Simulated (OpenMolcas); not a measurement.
Co2+ (d7) on a cation site of an ionic host was computed by CASSCF with the d shell active (OpenMolcas, ANO-RCC-VDZP on the metal). Its lowest spin-free states, and all those of the highest spin:

```
2S+1  Degeneracy  E (cm-1)
   4           1       0.0
   4           3      2674
   4           3      4765
   2           2     20407
   2           3     20786
   2           1     21255
   4           3     21687
   2           3     21866
   2           3     26440
   2           3     26865
   2           2     28172
   2           3     28489
```

Problem. Is the site octahedral, tetrahedral or cube-like, axial, or of lower symmetry?

Solution. The states with 2S+1 = 4 have orbital degeneracies 1, 3, 3, 3. Threefold states need a cubic site. For d7 at this spin an octahedron puts the threefold T1 below the threefold T2 and a tetrahedron or cube puts the single A2 below the threefold T2, so the site is a tetrahedron or a cube, which this pattern cannot tell apart. The first gap at this spin, 2670 cm-1, is |10Dq| in ligand-field theory. The run had Co2+ with its 8 nearest fluoride ions at 2.315 Å, on the Sr site of SrF2 (a = 5.796 Å, distance in the model lattice 2.510 Å). The rest of the host is ab initio model potentials to 7.6 Å and point charges beyond; the distance is set by hand and nothing relaxes. Ligand basis ANO-RCC-VDZP.

Without dynamic correlation the repulsion within the d shell is too large (B by tens of per cent), so at a given field states of lower spin stand too high. Ligand-to-metal charge-transfer states are missing. With no ligand orbital active B as a rule stays too high, so bands that hang on it stand too high and its fall with covalency is understated. With metal d orbitals alone and no dynamic correlation 10Dq can be off by a tenth to a fifth, either way, in oxide and fluoride hosts. No measured value stands beside these numbers; the geometry was set by hand and not optimised.
